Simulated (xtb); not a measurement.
xtb input (GFN1-xTB):

```bash
xtb mol.xyz --gfn 1 --sp --chrg 1 --uhf 0
```
mol.xyz:
```
4

F     -1.05857075    -0.21560565     0.02076994
C      0.00212202     0.41286249    -0.01271567
F      1.05629413    -0.22733482    -0.00712790
H      0.00775742     1.50928936    -0.04648432
```

End of the output:

```
         :::::::::::::::::::::::::::::::::::::::::::::::::::::
         ::                     SUMMARY                     ::
         :::::::::::::::::::::::::::::::::::::::::::::::::::::
         :: total energy             -12.304296812916 Eh    ::
         :: gradient norm              0.008344962239 Eh/a0 ::
         :: HOMO-LUMO gap              5.075563885121 eV    ::
         ::.................................................::
         :: SCC energy               -12.364294876668 Eh    ::
         :: -> electrostatic           0.223324676158 Eh    ::
         :: repulsion energy           0.060400038959 Eh    ::
         :: dispersion energy         -0.000401975207 Eh    ::
         :: halogen bond corr.         0.000000000000 Eh    ::
         :: add. restraining           0.000000000000 Eh    ::
         :: total charge               1.000000000000 e     ::
         :::::::::::::::::::::::::::::::::::::::::::::::::::::

           -------------------------------------------------
          |                Property Printout                |
           -------------------------------------------------

    * Orbital Energies and Occupations

         #    Occupation            Energy/Eh            Energy/eV
      -------------------------------------------------------------
         1        2.0000           -1.3068390             -35.5609
         2        2.0000           -1.3052025             -35.5164
         3        2.0000           -1.0735052             -29.2116
         4        2.0000           -1.0297718             -28.0215
         5        2.0000           -1.0280429             -27.9745
         6        2.0000           -1.0168015             -27.6686
         7        2.0000           -0.9637882             -26.2260
         8        2.0000           -0.9509206             -25.8759
         9        2.0000           -0.9091823             -24.7401 (HOMO)
        10                         -0.7226588             -19.6645 (LUMO)
        11                         -0.4510984             -12.2750
        12                         -0.2850763              -7.7573
        13                         -0.1318396              -3.5875
        14                         -0.0161909              -0.4406
      -------------------------------------------------------------
                  HL-Gap            0.1865235 Eh            5.0756 eV
             Fermi-level           -0.8159205 Eh          -22.2023 eV

  Mulliken/CM5 charges         n(s)   n(p)   n(d)
     1F     0.02998  0.00115   1.771  5.199  0.000
     2C     0.70283  0.70471   1.070  2.228  0.000
Note: The following floating-point exceptions are signalling: IEEE_DENORMAL
normal termination of xtb
     3F     0.02998  0.00115   1.771  5.199  0.000
     4H     0.23722  0.29300   0.763  0.000  0.000

Wiberg/Mayer (AO) data.
largest (>0.10) Wiberg bond orders for each atom

 ---------------------------------------------------------------------------
     #   Z sym  total        # sym  WBO       # sym  WBO       # sym  WBO
 ---------------------------------------------------------------------------
     1   9 F    1.501 --     2 C    1.342     3 F    0.127
     2   6 C    3.567 --     1 F    1.342     3 F    1.342     4 H    0.883
     3   9 F    1.501 --     2 C    1.342     1 F    0.127
     4   1 H    0.948 --     2 C    0.883
 ---------------------------------------------------------------------------

Topologies differ in total number of bonds
Writing topology from bond orders to xtbtopo.mol

 dipole moment from electron density (au)
     X       Y       Z
   0.0059   1.1506  -0.0354  total (Debye):    2.926

           -------------------------------------------------
          | TOTAL ENERGY              -12.304296812916 Eh   |
          | GRADIENT NORM               0.008344962239 Eh/α |
          | HOMO-LUMO GAP               5.075563885121 eV   |
           -------------------------------------------------

------------------------------------------------------------------------
------------------------------------------------------------------------
 total:
 SCF:
```
